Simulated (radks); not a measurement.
Results of a calculation; reference values are marked as such.
Problem. The table gives one normalised radial function P(r) = r R(r) of Ho in [Xe] 4f10 5d1 6s2 (r in bohr). Code: a radial shooting solver on a logarithmic mesh with Libxc functionals. Model: scalar-relativistic Kohn-Sham, BLYP, spin-polarised, spherical densities, point nucleus; open shells are filled with parallel spins first (spin-orbit coupling, left out, can overturn this in heavy ions).

r           P
0.004102   0.0001
0.005604   0.0003
0.007595   0.0006
0.01038    0.0013
0.01418    0.0030
0.01921    0.0066
0.02625    0.0140
0.03586    0.0285
0.0486     0.0530
0.06639    0.0912
0.0907     0.1367
0.1239     0.1664
0.1679     0.1413
0.2294     0.0282
0.3134    -0.1429
0.4248    -0.2530
0.5803    -0.1850
0.7928     0.0660
1.074      0.3608
1.468      0.5701
2.005      0.6200
2.74       0.5394
3.713      0.3962
5.072      0.2382
6.929      0.1124
9.391      0.0399
12.83      0.0093

Which n and l does it have? It may be an empty orbital.

Solution. n = 5, l = 2: the number of nodes gives n - l - 1 = 2, the rise at small r (about r^(l+1), flatter next to the nucleus through relativity) gives l, and the extent must fit the shell. The curve is that of 5d up; the table hardly tells the two spins apart. 5d up: eigenvalue -2.318 eV, 2 radial nodes at r = 0.242, 0.740 bohr, <r> = 2.79 bohr, 90 % of the charge inside 4.63 bohr.
